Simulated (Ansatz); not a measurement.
Basis-set series for C2H8OSi2, SMILES `O=CC([SiH3])[SiH3]`. The species carries charge 0 and has multiplicity 1. All single points use the PBE0-D4/def2-TZVP geometry. It is one conformer, not always the lowest.

```csv
functional,basis,functions,energy (Eh),HOMO (eV),LUMO (eV)
PBE0-D4,def2-SVP,118,-734.50175,-7.55,-0.83
PBE0-D4,def2-TZVPP,289,-734.88030,-7.64,-1.02
ωB97M-V,def2-SVP,118,-734.79515,-9.93,1.46
ωB97M-V,def2-TZVPP,289,-735.18314,-10.04,1.15
```

Task: Give the rows for def2-QZVPP. (Estimate.)

Result: The calculation gave: 
| functional | basis | functions | energy (Eh) | HOMO (eV) | LUMO (eV) |
| --- | --- | --- | --- | --- | --- |
| PBE0-D4 | def2-QZVPP | 551 | -734.90852 | -7.66 | -1.07 |
| ωB97M-V | def2-QZVPP | 551 | -735.20944 | -10.06 | 1.00 |

Positive LUMOs are unbound and depend on the basis.

Results of the Gaussian-basis code of Ansatz.
